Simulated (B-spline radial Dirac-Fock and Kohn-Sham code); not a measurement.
# Energy-loss ionisation edge M2 of Tb

System: atomic terbium in the configuration 1s2 2s2 2p6 3s2 3p6 3d10 4s2 4p6 4d10 4f9 5s2 5p6 6s2. Level of theory: the first Born approximation with generalised oscillator strengths from a Dirac-Hartree-Slater potential (longitudinal and transverse terms; continuum final states only, so no white lines or fine structure); a radial atomic solver. The edge is taken at 1768.0 eV (tabulated value).

Partial cross sections σ(β, Δ) in barn, integrated over a window Δ above the edge and up to the collection semi-angle β, for parallel illumination:

```csv
E₀ (kV),β (mrad),Δ = 25 eV,Δ = 50 eV,Δ = 100 eV,Δ = 200 eV,Δ = 300 eV
60,5,1.09,2.10,3.98,7.19,9.78
60,20,?,?,?,?,?
60,50,27.6,56.0,110,205,285
80,100,36.9,79.0,160,304,428
100,10,5.59,10.8,20.6,37.6,51.6
120,5,2.13,4.10,7.76,14.0,19.2
120,10,6.23,12.1,23.0,42.0,57.9
120,50,24.3,50.1,99.4,187,262
120,100,31.2,66.9,136,259,367
200,10,7.92,15.4,29.5,54.3,75.4
200,20,13.8,27.4,53.1,98.9,138
200,100,25.4,54.4,111,212,301
300,5,4.73,9.11,17.3,31.8,43.9
300,50,20.2,42.4,85.1,162,228
```

Question: Give the row for 60 kV and 20 mrad.

Answer: 11.0 b for 25 eV, 21.6 b for 50 eV, 41.4 b for 100 eV, 75.9 b for 200 eV, 104 b for 300 eV.

Values without a named source are computed, but for edge energies of neutral atoms, which are taken from tables.
